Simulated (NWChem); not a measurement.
A series in which one site is exchanged, each optimised at PBE0/def2-SVP with NWChem, gas phase unless a solvent is named. Some are not confirmed as minima by frequencies. def2 effective core potentials on Sn, I; no spin-orbit coupling.

A: [Cl][SnH3] (SnH$_{3}$Cl; site = Cl)
B: [F][SnH3] (SnH$_{3}$F; site = F)
C: [SnH4] (SnH$_{4}$; site = H)
D: [SnH3][I] (SnH₃I; site = I)

Task: Rank them by orbital gap (eV), PBE0/def2-SVP, lowest first.

Result: D (6.11), A (7.66), B (8.66), C (10.11)
